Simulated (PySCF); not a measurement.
## Calculated data, C2H7AlN

Calculation on a computer-drawn molecule: the log of a Hartree-Fock and frozen-core CCSD(T) single point meant for a local Hartree-Fock minimum, with one planted fault or none, to be diagnosed. Offsets are logged minus clean, where the clean run is the same molecule without the fault. The reference is restricted for singlets and unrestricted otherwise, and also for a bond in bohr or an excited solution. Adding or removing an electron swaps singlet and doublet. The excited solution moves the top pair (singlet) or top alpha electron (doublet) to the lowest empty orbital. Highest occupied and lowest empty are orbital energies over both spins, largest force is the largest gradient component, triples share is (T) over the correlation energy, the T1 limit is 0.02 restricted and 0.045 unrestricted, electrons count all cores, a negative frequency is imaginary (commonest isotopes), and the dipole is about the centre of nuclear charge. Program: PySCF 2.14.0.

```yaml
- formula: C2H7AlN
  logged_structure:
    atoms_angstrom:
      - [C, -0.3548, -1.9299, -1.0724]
      - [C, 0.4209, -1.0606, -0.1362]
      - ["N", -0.2512, -0.1012, 0.6311]
      - [Al, -1.9699, 0.2712, 0.9302]
      - [H, 0.3016, -2.667, -1.537]
      - [H, -1.1517, -2.4711, -0.5536]
      - [H, -0.8301, -1.3517, -1.8776]
      - [H, 1.46, -0.8478, -0.3634]
      - [H, 0.3998, 0.4728, 1.1376]
      - [H, -2.231, 1.4473, 1.9493]
      - [H, -3.1215, -0.5338, 0.22]
  given:
    meant_charge: 0
    meant_multiplicity: 2
    meant_basis: "cc-pV(D+d)Z"
    logged_electrons: 39
    logged_basis_functions: 100
    logged_SCF_converged: "yes"
    logged_spin_squared: 0.764
    "logged_highest_occupied [eV]": -7.3189
    "logged_lowest_empty [eV]": 1.8406
    "logged_largest_force [hartree/bohr]": 1.4428e-05
    "logged_lowest_frequency [cm^-1]": 132.81
    logged_T1_diagnostic: 0.020884
    logged_D1_diagnostic: 0.11056
    logged_triples_share: 0.027674
    logged_CC_converged: "yes"
    "logged_dipole_magnitude [debye]": 0.93042
    logged_SCF_stable_within_its_kind: "yes"
    "logged_energy_HF [hartree]": -376.16953
    "logged_energy_CCSD(T) [hartree]": -376.7418
    possible_faults: "no fault, one electron removed, one electron added, multiplicity raised by two, geometry at a saddle point, SCF held on an excited solution, minimal basis STO-3G, one bond length entered in bohr, all coordinates scaled"
    drawn_bonds_atom: [1, 2, 3, 1, 1, 1, 2, 3, 4, 4]
    drawn_bonds_other_atom: [2, 3, 4, 5, 6, 7, 8, 9, 10, 11]
    drawn_bonds_order: [1, 1, 1, 1, 1, 1, 1, 1, 1, 1]
  results:
    planted_fault: "no fault"
    "HF_energy_offset_from_clean_run [kcal/mol]": 0.0
    "CCSD(T)_energy_offset_from_clean_run [kcal/mol]": 0.0
```
